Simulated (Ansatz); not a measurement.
Species: BN2H4Cl, charge 0, singlet. BN2H4Cl (SMILES ClB(N)N).
B3LYP-D3(BJ)/def2-TZVP minimum from Ansatz (an electronic-structure program):
```
B
N 1 1.4059
H 2 1.0036 1 121.99
H 2 1.0049 3 114.39 1 -180.00
N 1 1.4059 2 124.58 3 -180.00
H 5 1.0036 1 121.99 2 180.00
H 5 1.0049 6 114.39 1 180.00
Cl 1 1.8009 2 117.71 3 0.00
```
Charge 0, spin multiplicity 1.

Total energies in cc-pV(D+d)Z, 24 correlated electrons, 8 frozen orbitals. Open shells are spin-unrestricted; no spin-orbit coupling. Cores are frozen in correlated methods. No relativity.

| method | program | energy (Eh) | minus CCSDT(Q) (mEh) |
|---|---|---|---|
| HF | Ansatz | -595.56972 | 614.96 |
| MP2 | Ansatz | -596.12977 | 54.91 |
| CCSD | Ansatz | -596.16712 | 17.56 |
| CCSD(T) | Ansatz | -596.18260 | 2.08 |
| CCSDT(Q) | Ansatz | -596.18468 | 0.00 |

Rough core times of Ansatz's runs on a shared machine: CCSD(T) under 20 s, CCSDT(Q) 7 min.
